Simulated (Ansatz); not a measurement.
Species: CPt (charge 0, singlet). 
Structure (B3LYP-D3(BJ)/def2-TZVP (Ansatz, a program for electronic structure) minimum search):
SMILES: [C][Pt]
```xyz
2

Pt     0.0000     0.0000    -0.1197
C      0.0000     0.0000     1.5562
```

Parts of the frozen-core correlation energy in def2-SVP (Ansatz, hartree). Frozen orbitals: 5; correlated occupied orbitals by spin: 7 and 7; virtual: 34 and 34. Spin-orbit coupling is left out. In def2 rows, elements after Kr have scalar-relativistic effective core potentials. The restricted reference is unstable.

```json
[
 {"term": "reference (HF)", "value": "-156.08873"},
 {"term": "MP2 opposite-spin", "value": "-0.30424"},
 {"term": "MP2 same-spin", "value": "-0.14556"},
 {"term": "CCSD correlation", "value": "-0.41326"},
 {"term": "(T)", "value": "-0.02431"},
 {"term": "CCSDT minus CCSD(T)", "value": "0.00175"},
 {"term": "T1 diagnostic", "value": "0.046"},
 {"term": "largest doubles amplitude", "value": "0.062"}
]
```
